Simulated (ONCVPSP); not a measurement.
## Before and after: ONCV potential for zirconium (Zr)

zirconium, optimised norm-conserving Vanderbilt (ONCV), made with ONCVPSP 4.0.1 (PBE, fully relativistic). Core [Ar] 3d10, reference 4s2 4p6 4d2 5s2. Waves: 4s+5s: rc 2.30 bohr, ncon 4, nbas 8, qcut 4.3 1/bohr, 2 projectors; 4p: rc 1.35 bohr, ncon 4, nbas 8, qcut 6 1/bohr, 2 projectors, debl 0.9 Ha; 4d: rc 2.75 bohr, ncon 4, nbas 8, qcut 4.8 1/bohr, 2 projectors, debl 3.7 Ha. Local part: polynomial inside 0.90 bohr (lpopt 5, dvloc0 0 Ha). Core correction: none.

Open shells are filled in proportion to 2j + 1.

In the p channel the program set the typed energies aside and used -1.172, 0.250 Ha (j = l + 1/2; the other j can differ).

All-electron outer shells of the reference configuration (PBE, scalar-relativistic, ld1.x):

```csv
shell,level (eV),outermost node (bohr),outermost maximum (bohr)
3d,-174.71,–,0.35
4s,-54.50,0.55,1.08
4p,-32.46,0.56,1.17
5s,-4.44,1.47,3.15
4d,-3.60,0.58,1.59
```

Change: d: debl 0.85.

Cutoffs: the cutoffs (Ha) at which the residual kinetic energy of the hardest occupied pseudo-wave falls to 1 and 0.1 mHa per electron; they do not see the model core or the augmentation charge, which bear on the density cutoff. Errors are all-electron minus pseudo energies relative to the spin-unpolarised reference configuration.

What does the change do?

The potential gets neither clearly harder nor softer (37 Ha and 105 Ha → 37 Ha and 105 Ha); both files keep a bound ghost (s); of the 4 tests that both files solve, the error grows in 1 and shrinks in 1 by more than 15 % and 0.3 meV (median size 15.4 → 18.3 meV); the range in which the d5/2 phases agree widens (upper end 0.7 → 3.6); the range in which the d3/2 phases agree widens (upper end 0.7 → 3.6).

| quantity | base | changed |
| --- | --- | --- |
| cutoff, loose | 37 Ha | 37 Ha |
| cutoff, tight | 105 Ha | 105 Ha |
| bound ghosts | s | s |
| GHOST(+) flags under 300 eV | d5/2 at 258.1 eV, p1/2 at 267.4 eV | d5/2 at 263.0 eV, p1/2 at 267.4 eV, d3/2 at 267.6 eV |
| error for 4s2 4p6 4d2 5s1, meV [ΔE 7.14 eV] | -1.0 | -0.8 |
| error for 4s2 4p6 4d2 5s0, meV [ΔE 20.08 eV] | -9.9 | -8.4 |
| error for 4s2 4p6 4d1 5s0, meV [ΔE 42.70 eV] | +21 | +28 |
| error for 4s2 4p6 4d1 5s2 5p1, meV [ΔE 3.00 eV] | +28 | +29 |
| s: phases at 2.33 bohr within 0.05 rad from the reference energy up to (Ha; the scan ends near 5) | n/a | n/a |
| p3/2: phases at 1.37 bohr within 0.05 rad from the reference energy up to (Ha; the scan ends near 5) | to the end of the scan | to the end of the scan |
| p1/2: phases at 1.37 bohr within 0.05 rad from the reference energy up to (Ha; the scan ends near 5) | to the end of the scan | to the end of the scan |
| d5/2: phases at 2.79 bohr within 0.05 rad from the reference energy up to (Ha; the scan ends near 5) | 0.7 | 3.6 |
| d3/2: phases at 2.79 bohr within 0.05 rad from the reference energy up to (Ha; the scan ends near 5) | 0.7 | 3.6 |

 A true bound ghost makes a file unfit for plane-wave use even where its test errors are small: the radial tests pick states by their node count and pass the ghost by.
